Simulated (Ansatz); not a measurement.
Geometry optimisation, RKS PBE-D4/def2-SVP (Ansatz 0.2.0).

input.yaml

```yaml
crystal:
  periodic: [false, false, false]
  atoms:
    - { symbol: O, position_ang: [-0.2093, 1.7162, -0.8174] }
    - { symbol: Ga, position_ang: [-0.7952, 0.2573, -0.6277] }
    - { symbol: Si, position_ang: [0.2308, -0.9484, 0.5067] }
    - { symbol: Cl, position_ang: [-1.3577, -0.3434, -1.3441] }
    - { symbol: H, position_ang: [0.3859, 2.3525, -0.3878] }
    - { symbol: H, position_ang: [-0.0366, -0.1053, 1.6963] }
    - { symbol: H, position_ang: [1.6404, -0.6316, 0.0346] }
    - { symbol: H, position_ang: [0.2339, -2.3544, 0.8836] }
basis:
  gaussian: { orbitals: def2-SVP }
hamiltonian:
  xc: pbe
  dispersion: d4
relax:
  f_tol: 0.015
  max_steps: 40
```

Run as:

```bash
$ ansatz run input.yaml --threads 2 --pin off --max-ram 3072MiB --backend cpu --events-out ev --progress --plain --runs-dir out
```

Problem. Where does it end, and by what steps?

Solution. The run converged. The force dipped under the threshold on the way, but the program's further checks kept it going. After 35 steps the energy has fallen by 69.215 eV; Cl4 moved furthest, 1.25 Å. The start is strongly strained (largest force component 182 eV/Å), so its close contacts needn't be bonds. Parted: Si3–Cl4.

```tsv
step	energy less start (eV)	largest force component (eV/Å)	accepted
0	0.0000	181.950	yes
2	-61.1273	21.302	yes
4	-67.9925	2.733	yes
6	-69.0437	0.936	yes
8	-69.1913	0.248	yes
10	-69.2048	0.051	yes
12	-69.2073	0.024	yes
14	-69.2077	0.017	yes
16	-69.2082	0.037	yes
18	-69.2092	0.043	yes
20	-69.2099	0.036	yes
22	-69.2109	0.077	yes
24	-69.2121	0.032	yes
26	-69.2125	0.117	no
28	-69.2137	0.058	no
30	-69.2143	0.026	yes
32	-69.2145	0.022	yes
34	-69.2147	0.006	yes
35	-69.2148	0.007	yes
```

```xyz
8
Properties=species:S:1:pos:R:3
O -0.737 2.177 -0.877
Ga -0.504 0.391 -0.825
Si 0.598 -0.964 0.826
Cl -1.403 -0.516 -2.576
H -0.348 2.630 -0.106
H 1.126 -0.116 1.951
H 1.741 -1.695 0.177
H -0.381 -1.964 1.376
```

Whether the end is a true minimum wasn't checked by a vibrational analysis.

The run took 37 s on 2 threads of Intel(R) Xeon(R) 6975P-C (Granite Rapids), on a shared host, peak memory 0.17 GiB.
